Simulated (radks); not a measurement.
Spherical quantum dot in the effective-mass picture: electrons in a well V = -V0 / (1 + exp((r - R)/a)) with V0 = 3.91, R = 5.48, a = 0.17, all in effective atomic units (hartree* = m*/eps^2 hartree, bohr* = eps/m* bohr), one dielectric constant everywhere. Calculated with a radial shooting solver with Libxc functionals: non-relativistic Kohn-Sham, LDA (Slater exchange, Perdew-Wang correlation), spin-polarised, spherical densities. Levels are named by radial order and angular momentum (1s, 1p, 1d, 2s, ...), and open shells are averaged over m.

N = 6, configuration 1s2 1p(up 3, down 1). This is the lowest configuration that the search found. Occupied and some empty levels:

level,occupation,eigenvalue (hartree*),<r> (bohr*)
1s up,1,-2.4729,3.484
1s down,1,-2.4417,3.476
1p up,3,-2.3706,3.739
1p down,1,-2.3387,3.743
1d up,0,-2.2095,3.935
1d down,0,-2.1779,3.942
1f up,0,-1.9993,4.092
2s up,0,-1.9684,2.699
1f down,0,-1.9684,4.100
2s down,0,-1.9475,2.693

Energy (hartree*): total -18.4517, kinetic 1.4506, external -23.127, Hartree 4.4614, exchange-correlation -1.2368.

Electron density:

r (bohr*),n(r) (e/bohr*^3)
0.150,0.003915
0.528,0.004357
0.906,0.005294
1.28,0.006717
1.66,0.008583
2.04,0.01077
2.42,0.01303
2.80,0.01497
3.17,0.01606
3.55,0.01577
3.93,0.01377
4.31,0.01027
4.69,0.006094
5.06,0.002534
5.44,0.0006147
5.82,0.00009174
6.20,0.00001179
6.58,1.506e-06
6.95,1.966e-07
7.33,2.599e-08
